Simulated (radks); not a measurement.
Trend from Mg+ to Ar+: ionisation energy by Delta-SCF between NIST ground configurations, and size. Method: non-relativistic Kohn-Sham, r2SCAN, spin-polarised, spherical densities, point nucleus; open shells are filled with parallel spins first; meta-GGA in the generalised Kohn-Sham scheme; computed with a radial shooting solver on a logarithmic mesh with Libxc functionals.

species,configuration,configuration of the ion,IE (eV),NIST (eV),kind,-e(HOMO) (eV),outermost,<r> outermost (bohr)
Mg+,[Ne] 3s1,[Ne],15.023,15.035,exp.,12.053 (3s),3s,2.78
Al+,[Ne] 3s2,[Ne] 3s1,18.380,18.829,exp.,14.936 (3s),3s,2.40
Si+,[Ne] 3s2 3p1,[Ne] 3s2,16.194,16.346,exp.,12.184 (3p),3p,2.44
P+,[Ne] 3s2 3p2,[Ne] 3s2 3p1,20.068,19.769,semi-emp.,15.332 (3p),3p,2.11
S+,[Ne] 3s2 3p3,[Ne] 3s2 3p2,23.852,23.338,exp.,18.472 (3p),3p,1.87
Cl+,[Ne] 3s2 3p4,[Ne] 3s2 3p3,23.321,23.814,exp.,18.110 (3p),3p,1.73
Ar+,[Ne] 3s2 3p5,[Ne] 3s2 3p4,27.794,27.630,exp.,21.818 (3p),3p,1.56

Reference values: NIST Atomic Spectra Database (exp. = measured, semi-emp. = semi-empirical, theory = theoretical value adopted there). Open shells are spherical and high-spin; term and fine-structure splittings are not resolved.
